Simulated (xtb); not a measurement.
Input for xtb: GFN1-xTB on C3H6O (a complex), monomers drawn apart or pushed together.

```
$ xtb mol.xyz --gfn 1 --sp --chrg 0 --uhf 0
10

C     -0.64136500    -0.46970023     0.31486281
C      0.20909778     0.54510305     0.24642289
H     -0.35363594    -1.42338994     0.74033070
H     -1.65579124    -0.38897974    -0.05692089
H     -0.07439980     1.49796306    -0.18426060
H      1.22466678     0.46001702     0.61344556
C      0.27235770     0.03208895     6.06667510
O      1.16467420    -0.68215345     6.43136547
H      0.42942104     1.10352516     5.83935822
H     -0.76331948    -0.33582037     5.93883317
```

Output:

```
[...]
           -------------------------------------------------
          |                Calculation Setup                |
           -------------------------------------------------



molecular fragmentation (1/2 indicates fragments):
1111112222
# atoms in fragment 1/2:     6     4
 fragment masses (1/2) :       28.05       30.03
CMA distance (Bohr)    :  11.437
constraining FC (au)   :  0.0500

           -------------------------------------------------
          |                 G F N 1 - x T B                 |
           -------------------------------------------------

        Reference                      10.1021/acs.jctc.7b00118
      * Hamiltonian:
        H0-scaling (s, p, d)           1.850000    2.250000    2.000000
        zeta-weighting                 0.000000
      * Dispersion:
        s8                             2.400000
        a1                             0.630000
        a2                             5.000000
        s9                             0.000000
      * Repulsion:
        kExp                           1.500000
        rExp                           1.000000
      * Coulomb:
        alpha                          2.000000
        third order                    atomic
        anisotropic                    false
      * Halogen bond correction:
        rad-scale                      1.300000
        damping                        0.440000


          ...................................................
          :                      SETUP                      :
          :.................................................:
          :  # basis functions                  28          :
          :  # atomic orbitals                  28          :
          :  # shells                           20          :
          :  # electrons                        24          :
          :  # halogen bonds                     0          :
          :  max. iterations                   250          :
          :  Hamiltonian                  GFN1-xTB          :
          :  restarted?                      false          :
          :  GBSA solvation                  false          :
          :  PC potential                    false          :
          :  electronic temp.          300.0000000     K    :
          :  accuracy                    1.0000000          :
          :  -> integral cutoff          0.2500000E+02      :
          :  -> integral neglect         0.1000000E-07      :
          :  -> SCF convergence          0.1000000E-05 Eh   :
          :  -> wf. convergence          0.2000000E-04 e    :
          :  Broyden damping             0.4000000          :
          :  net charge                          0          :
          :  unpaired electrons                  0          :
          ...................................................

 iter      E             dE          RMSdq      gap      omega  full diag
   1    -14.3026138 -0.143026E+02  0.771E+00    5.29       0.0  T
   2    -14.3730584 -0.704446E-01  0.456E+00    4.12       1.0  T
   3    -14.3737398 -0.681398E-03  0.159E+00    4.03       1.0  T
   4    -14.3764705 -0.273067E-02  0.281E-01    3.68       1.0  T
   5    -14.3768467 -0.376224E-03  0.866E-02    3.74       1.0  T
   6    -14.3769102 -0.635242E-04  0.193E-02    3.73       1.6  T
   7    -14.3769132 -0.295658E-05  0.357E-03    3.72       8.9  T
   8    -14.3769133 -0.975492E-07  0.798E-04    3.72      39.6  T
   9    -14.3769133 -0.406129E-08  0.516E-05    3.72     613.2  T
  10    -14.3769133 -0.230340E-10  0.199E-06    3.72   15858.4  T

   *** convergence criteria satisfied after 10 iterations ***

         #    Occupation            Energy/Eh            Energy/eV
      -------------------------------------------------------------
         1        2.0000           -0.8130568             -22.1244
       ...           ...                  ...                  ...
         6        2.0000           -0.5990179             -16.3001
         7        2.0000           -0.5840964             -15.8941
         8        2.0000           -0.5621994             -15.2982
         9        2.0000           -0.5196667             -14.1409
        10        2.0000           -0.4846100             -13.1869
        11        2.0000           -0.4682480             -12.7417
        12        2.0000           -0.4519252             -12.2975 (HOMO)
        13                         -0.3152504              -8.5784 (LUMO)
        14                         -0.2477247              -6.7409
        15                         -0.1529696              -4.1625
        16                         -0.1121558              -3.0519
        17                         -0.1106606              -3.0112
       ...                                ...                  ...
        28                          0.6399428              17.4137
      -------------------------------------------------------------
                  HL-Gap            0.1366747 Eh            3.7191 eV
             Fermi-level           -0.3835878 Eh          -10.4380 eV

 SCC (total)                   0 d,  0 h,  0 min,  0.006 sec
 SCC setup                      ...        0 min,  0.000 sec (  2.451%)
 Dispersion                     ...        0 min,  0.000 sec (  1.311%)
 classical contributions        ...        0 min,  0.000 sec (  0.664%)
 integral evaluation            ...        0 min,  0.001 sec ( 19.325%)
 iterations                     ...        0 min,  0.002 sec ( 38.944%)
 molecular gradient             ...        0 min,  0.002 sec ( 33.221%)
 printout                       ...        0 min,  0.000 sec (  3.803%)

         :::::::::::::::::::::::::::::::::::::::::::::::::::::
         ::                     SUMMARY                     ::
         :::::::::::::::::::::::::::::::::::::::::::::::::::::
         :: total energy             -14.188437973439 Eh    ::
         :: gradient norm              0.022431446200 Eh/a0 ::
         :: HOMO-LUMO gap              3.719108767987 eV    ::
         ::.................................................::
         :: SCC energy               -14.376913259003 Eh    ::
         :: -> electrostatic           0.043361307324 Eh    ::
         :: repulsion energy           0.189941307333 Eh    ::
         :: dispersion energy         -0.001466021770 Eh    ::
         :: halogen bond corr.         0.000000000000 Eh    ::
         :: add. restraining           0.000000000000 Eh    ::
         :: total charge              -0.000000000000 e     ::
         :::::::::::::::::::::::::::::::::::::::::::::::::::::

           -------------------------------------------------
          |                Property Printout                |
           -------------------------------------------------

    * Orbital Energies and Occupations

         #    Occupation            Energy/Eh            Energy/eV
      -------------------------------------------------------------
         1        2.0000           -0.8130568             -22.1244
         2        2.0000           -0.6739616             -18.3394
         3        2.0000           -0.6454375             -17.5632
         4        2.0000           -0.6332773             -17.2324
         5        2.0000           -0.6000644             -16.3286
         6        2.0000           -0.5990179             -16.3001
         7        2.0000           -0.5840964             -15.8941
         8        2.0000           -0.5621994             -15.2982
         9        2.0000           -0.5196667             -14.1409
        10        2.0000           -0.4846100             -13.1869
        11        2.0000           -0.4682480             -12.7417
        12        2.0000           -0.4519252             -12.2975 (HOMO)
        13                         -0.3152504              -8.5784 (LUMO)
Note: The following floating-point exceptions are signalling: IEEE_DENORMAL
normal termination of xtb
        14                         -0.2477247              -6.7409
        15                         -0.1529696              -4.1625
        16                         -0.1121558              -3.0519
        17                         -0.1106606              -3.0112
        18                         -0.1098311              -2.9887
        19                         -0.0836800              -2.2770
        20                         -0.0469898              -1.2787
        21                          0.2104435               5.7265
        22                          0.2139956               5.8231
        23                          0.2874839               7.8228
       ...                                ...                  ...
        28                          0.6399428              17.4137
      -------------------------------------------------------------
                  HL-Gap            0.1366747 Eh            3.7191 eV
             Fermi-level           -0.3835878 Eh          -10.4380 eV

  Mulliken/CM5 charges         n(s)   n(p)   n(d)
     1C    -0.06001 -0.16488   1.047  3.013  0.000
     2C    -0.06000 -0.16487   1.047  3.013  0.000
     3H     0.03054  0.08299   0.969  0.000  0.000
     4H     0.02945  0.08187   0.971  0.000  0.000
     5H     0.02946  0.08187   0.971  0.000  0.000
     6H     0.03056  0.08301   0.969  0.000  0.000
     7C     0.39206  0.33779   1.039  2.569  0.000
     8O    -0.43778 -0.49953   1.727  4.711  0.000
     9H     0.02286  0.08087   0.977  0.000  0.000
    10H     0.02286  0.08087   0.977  0.000  0.000

Wiberg/Mayer (AO) data.
largest (>0.10) Wiberg bond orders for each atom

 ---------------------------------------------------------------------------
     #   Z sym  total        # sym  WBO       # sym  WBO       # sym  WBO
 ---------------------------------------------------------------------------
     1   6 C    3.998 --     2 C    2.036     4 H    0.981     3 H    0.980
     2   6 C    3.998 --     1 C    2.036     5 H    0.981     6 H    0.980
     3   1 H    1.006 --     1 C    0.980
     4   1 H    1.006 --     1 C    0.981
     5   1 H    1.006 --     2 C    0.981
     6   1 H    1.006 --     2 C    0.980
     7   6 C    3.831 --     8 O    1.929     9 H    0.951    10 H    0.951
     8   8 O    2.028 --     7 C    1.929
     9   1 H    1.018 --     7 C    0.951
    10   1 H    1.018 --     7 C    0.951
 ---------------------------------------------------------------------------

Topologies differ in total number of bonds
Writing topology from bond orders to xtbtopo.mol

 dipole moment from electron density (au)
     X       Y       Z
  -0.9645   0.7719  -0.3961  total (Debye):    3.297


           -------------------------------------------------
          | TOTAL ENERGY              -14.188437973439 Eh   |
          | GRADIENT NORM               0.022431446200 Eh/α |
          | HOMO-LUMO GAP               3.719108767987 eV   |
           -------------------------------------------------

------------------------------------------------------------------------
------------------------------------------------------------------------
 total:
 SCF:
```

The run finished.

Cost: roughly 0.05 core-seconds.
